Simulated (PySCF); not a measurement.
A run for PySCF: R-B3LYP/6-31G* on C2H6 (SMILES CC) with ghost functions, monomers drawn apart or pushed together.

```python
from pyscf import gto, scf, dft, mp
from pyscf.data.elements import chemcore

mol = gto.M(
    atom='''
    C    -0.88101590   -0.23103521    4.93541271
    C     0.64462623   -0.19607687    4.94289998
    H    -1.28018873    0.04768610    3.95853946
    H    -1.29532398    0.46258164    5.66947823
    H    -1.25569650   -1.22785974    5.17658696
    H     1.06479184   -0.90234738    4.22342688
    H     1.04454736   -0.45649077    5.92469938
    H     1.01986186    0.79835975    4.69083779
    ghost-S    0.14783482    0.12317471   -0.19878010
    ghost-H    0.90338942    0.48977931    0.84802223
    ghost-H   -0.29284410   -0.97515933    0.43460213
    ''',
    basis='6-31g*',
    cart=True,
    charge=0, spin=0, verbose=3, max_memory=1800)
mf = dft.RKS(mol, xc='b3lyp')
mf.conv_tol = 1e-8
mf.max_cycle = 100
mf.kernel()
if not mf.converged:
    mf = mf.newton().run(mf.mo_coeff, mf.mo_occ)
```

Question: Give the final energy of this run.

Answer: -79.8304 hartree.
